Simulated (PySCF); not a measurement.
# Electron correlation in Mn⁺ (manganese, charge +1)

[Ar] 3d5 4s1, high-spin 7S determinant. All numbers are calculated (PySCF 2.14, the non-relativistic Hamiltonian (point nucleus), in def2-TZVPPD (6s6p4d2f1g, 67 functions)). Frozen: [Ar]; 6 electrons correlated.

```json
{"level": "CCSD", "correlation energy (mhartree)": "-88.88"}
{"level": "(T)", "correlation energy (mhartree)": "-1.17"}
{"level": "CCSD(T)", "correlation energy (mhartree)": "-90.05"}
```

Diagnostics: T1 = 0.0076, D1 = 0.0175, largest double amplitude 0.019.

Cost of the coupled-cluster step: about 1.9 core-seconds, for 6 correlated electrons.
